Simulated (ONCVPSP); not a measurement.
## germanium (Ge): ONCV pseudisation with PBEsol, scalar-relativistic reference atom.

The input file (ONCVPSP 4.0.1):

```
# ATOM AND REFERENCE CONFIGURATION
# atsym  z   nc   nv     iexc    psfile
  Ge 32.00    5    3  -116133      upf
#
#   n    l    f
    1    0    2.00
    2    0    2.00
    2    1    6.00
    3    0    2.00
    3    1    6.00
    3    2   10.00
    4    0    1.50
    4    1    2.50
#
# PSEUDOPOTENTIAL AND OPTIMIZATION
# lmax
    2
#
#   l,   rc,      ep,       ncon, nbas, qcut
    0    1.55    0.00    4    9    5.40
    1    1.85    0.00    5    8    5.00
    2    1.15    0.00    5    9   12.50
#
# LOCAL POTENTIAL
# lloc, lpopt,  rc(5),   dvloc0
    4    5    1.05    0.00
#
# VANDERBILT-KLEINMAN-BYLANDER PROJECTORs
# l, nproj, debl
    0    3    1.00
    1    2    1.90
    2    2    2.50
#
# MODEL CORE CHARGE
# icmod, fcfact, rcfact
    3    2.75    1.65
#
# LOG DERIVATIVE ANALYSIS
# epsh1, epsh2, depsh
   -3.00    5.00    0.02
#
# OUTPUT GRID
# rlmax, drl
    6.00    0.01
#
# TEST CONFIGURATIONS
# ncnf
    4
# nvcnf
#   n    l    f
    3
    3    2   10.00
    4    0    2.00
    4    1    2.00
#
    3
    3    2   10.00
    4    0    2.00
    4    1    1.00
#
    3
    3    2   10.00
    4    0    2.00
    4    1    0.00
#
    3
    3    2    9.00
    4    0    2.00
    4    1    3.00
#
```

Command:

```bash
oncvpsp.x < Ge.dat > Ge.out
```

Resulting log (shortened: citation, most of the input echo, consistency checks and plot data are left out):

```
ONCVPSP  (Optimized Norm-Conservinng Vanderbilt PSeudopotential)
scalar-relativistic version 4.0.1

#   n    l    f        energy (Ha)
    1    0    2.00    -4.0251321E+02
    2    0    2.00    -5.0402566E+01
    2    1    6.00    -4.4061173E+01
    3    0    2.00    -6.2117913E+00
    3    1    6.00    -4.2753554E+00
    3    2   10.00    -1.1098343E+00
    4    0    1.50    -4.4967768E-01
    4    1    2.50    -1.5630120E-01

Reference configufation results
  iterations    27
  all-electron total energy (Ha)   -2.09714860D+03

Begin loop to  construct optimized pseudo wave functions
and semi-local pseudopoentials for all angular momenta

   Wellstate for l =  0  n =  5
     eigenvalue =   0.5503
     asymptotic potential =   1.0503
     half-point radius =  4.0297

   Wellstate for l =  0  n =  6
     eigenvalue =   1.5503
     asymptotic potential =   2.0503
     half-point radius =  4.3466

Calculating optimized projector #   1

 for l=   0

    Fraction of norm inside rc  0.256166
    Optimizing pswf for qcut=   5.41 a_B^-1,  ecut=  14.62 Ha
    Residual kinetic energy error=  1.75D-05 Ha
 ERROR pspot:  first pseudo wave function has node,          program will stop
 ERROR pspot: try changing psp parameters for this l
```

The run stopped because the optimised pseudo-wave of the first projector has a node, so the radial equation cannot be inverted for a potential.

The run took about 0.37 s on one core of a shared server CPU.
